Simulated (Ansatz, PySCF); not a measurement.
Reaction (SMILES): [Cl][Mg][Cl] → [Mg][Cl] + Cl atom (the Cl-Mg bond at the site shown breaks; other sites are not compared here)
Structures are relaxed separately at B3LYP-D3(BJ)/def2-TZVP in Ansatz (an electronic-structure program). A spin state is the lowest found, not a proven ground state.

Quantity: bond dissociation energy (0 K, with B3LYP-D3(BJ) harmonic zero-point energies from PySCF), in kcal/mol. Correlated levels leave the core frozen unless marked. UHF or UKS for open shells. No spin-orbit coupling. Non-relativistic. CBS marks a two-point X^-3 extrapolation of the correlation energy; Hartree-Fock from the larger set.

```
level           program  bond dissociation energy (kcal/mol)
--------------  -------  -----------------------------------
PBE/def2-TZVPD   Ansatz                                107.0
```

**Question.** What does CCSD(T)/CBS(def2-TZVPPD,def2-QZVPPD) (Ansatz) give?

**Answer.** 111.7 kcal/mol
